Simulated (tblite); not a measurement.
C5H3NP2.
Bonds: N1–C2 (triple), C2–C3, C3–P4 (aromatic), P4–C5 (aromatic), C5–C6 (aromatic), C6–C7 (aromatic), C7–P8 (aromatic), C3–P8 (aromatic). Hydrogens: H9 on C5; H10 on C6; H11 on C7.

Computed geometry: GFN2-xTB, gas phase.

(1) Give the optimised bond lengths and angles.

## Answers

(1) 
| bond | length (Å) | order |
| --- | --- | --- |
| N1≡C2 | 1.148 | triple |
| C2–C3 | 1.409 | single |
| C3–P4, C3–P8 | 1.752 | aromatic |
| P4–C5, C7–P8 | 1.733 | aromatic |
| C5–C6, C6–C7 | 1.382 | aromatic |
| C5–H9, C7–H11 | 1.084 | single |
| C6–H10 | 1.085 | single |

Bonds in one row agree within 0.01 Å and their mean is given. Orders are formal, as drawn. A selection of angles:
| angle | degrees |
| --- | --- |
| N1–C2–C3 | 179.9 |
| C2–C3–P4 | 114.4 |
| P4–C3–P8 | 131.2 |
| C3–P4–C5 | 102.4 |
| P4–C5–C6 | 128.8 |
| C5–C6–C7 | 126.5 |

The 6-membered ring C3–P4–C5–C6–C7–P8 has internal angles of 102.4° to 131.2°; it is planar, 0.00 Å rms from its mean plane, widest ring torsion 0°. The 3 C–C bonds span 1.382 Å (C5–C6, aromatic) to 1.409 Å (C2–C3, drawn single), a spread of 0.027 Å. The 8 heavy atoms lie in one plane (0.001 Å rms).

Point group: C2v (every atom within 0.08 Å of its image). Its GFN2-xTB frequencies are all real (lowest 86 cm⁻¹).
